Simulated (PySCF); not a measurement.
Radial density of Cd⁹⁺ (cadmium, charge +9)

TPSS, [Kr] 4d3, high-spin 4F determinant. All numbers are calculated (PySCF 2.14, the spin-free X2C one-electron Hamiltonian (Gaussian nucleus), in an uncontracted even-tempered set (21 s from 0.23 bohr⁻², ratio 2.5; 15 p from 0.29 bohr⁻², ratio 2.5; 11 d from 0.29 bohr⁻², ratio 2.5; 5 f from 1.6 bohr⁻², ratio 2.7; 4 g from 2.4 bohr⁻², ratio 2.7)).

| r (bohr) | 4πr²ρ (e/bohr) | 4πr²(ρα − ρβ) |
| --- | --- | --- |
| 0.0302 | 57.19 | -0.0006 |
| 0.0508 | 55.42 | 0.0156 |
| 0.0854 | 77.21 | 0.1663 |
| 0.144 | 59.55 | 0.7548 |
| 0.242 | 59.93 | 1.0505 |
| 0.407 | 40.73 | -0.0233 |
| 0.684 | 16.91 | 2.6542 |
| 1.15 | 8.981 | 2.8377 |
| 1.93 | 0.3260 | 0.1954 |
| 3.25 | 9.148e-05 | 0.0001 |

Densities and radii are taken from the X2C orbitals without a picture-change correction, which distorts them close to the nucleus.

Task: Where is the radial spin density 4πr²(ρα − ρβ) most negative, and why is it negative at all?

Result: Around r = 0.407 bohr, down to -0.0233 e/bohr: exchange with the open shell polarises the paired shells in an unrestricted calculation.
